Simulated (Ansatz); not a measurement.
Reaction (atomization): `COB(N)O[SiH3]` → B• + C• + 8 H• + N• + 2 O• + Si•

Computed with Ansatz on PBE0-D4/def2-TZVP structures; ΔE is electronic, products minus reactants. CBS: MP2 limit from def2 TZ/QZ plus the TZ coupled-cluster correction, frozen cores. This one scheme is used for every species, atoms too. Functionals use def2-TZVPP. B3LYP here is the variant with VWN-RPA as its local correlation; programs differ in this. No spin–orbit coupling; open shells (•) take unrestricted orbitals. Spin–orbit coupling would lower the free atoms: a little for B, C, O, Si. Each species was taken in one conformer, which may not be the lowest.

```json
{"level": "r2SCAN-D4", "ΔE (kcal/mol)": "1306.2", "difference from CCSD(T)/CBS": "1.2"}
{"level": "B3LYP-D4", "ΔE (kcal/mol)": "1307.5", "difference from CCSD(T)/CBS": "2.5"}
{"level": "ωB97X-V", "ΔE (kcal/mol)": "1308.9", "difference from CCSD(T)/CBS": "3.9"}
{"level": "PBE", "ΔE (kcal/mol)": "1315.4", "difference from CCSD(T)/CBS": "10.4"}
{"level": "HF/def2-QZVPP", "ΔE (kcal/mol)": "962.0", "difference from CCSD(T)/CBS": "-343.0"}
{"level": "MP2/def2-QZVPP", "ΔE (kcal/mol)": "1313.3", "difference from CCSD(T)/CBS": "8.3"}
{"level": "SCS-MP2/def2-QZVPP", "ΔE (kcal/mol)": "1313.5", "difference from CCSD(T)/CBS": "8.5"}
{"level": "HF/CBS(def2)", "ΔE (kcal/mol)": "962.4", "difference from CCSD(T)/CBS": "-342.6"}
{"level": "MP2/CBS(def2)", "ΔE (kcal/mol)": "1327.3", "difference from CCSD(T)/CBS": "22.3"}
{"level": "CCSD/CBS(def2)", "ΔE (kcal/mol)": "1288.1", "difference from CCSD(T)/CBS": "-16.9"}
{"level": "CCSD(T)/CBS", "ΔE (kcal/mol)": "1305.0", "difference from CCSD(T)/CBS": "0"}
```

Largest T1 diagnostic among the species: 0.014.

In def2-TZVPP, CCSD(T) changes the Hartree–Fock value by +310.6 kcal/mol (the triples alone add +16.9 kcal/mol) and MP2 by +332.9 kcal/mol; breaking electron pairs costs correlation energy, which Hartree–Fock lacks. The D4 term adds +10.3 kcal/mol with B3LYP and +5.5 kcal/mol with PBE0; it sums over pairs of atoms, weighted by their polarisabilities, and B3LYP, whose exchange is more repulsive, gets the larger term. From PBE to PBE0 (25 % exact exchange), in def2-TZVPP and without D4, ΔE moves by −21.4 kcal/mol: exact exchange takes away binding that semilocal exchange gives to molecules.

For atomizations the MP2-based limit and the directly extrapolated one differ by several kJ/mol either way, and by 10 to 25 for some Ge, Se and Sn compounds, so smaller differences from it don't rank the levels.
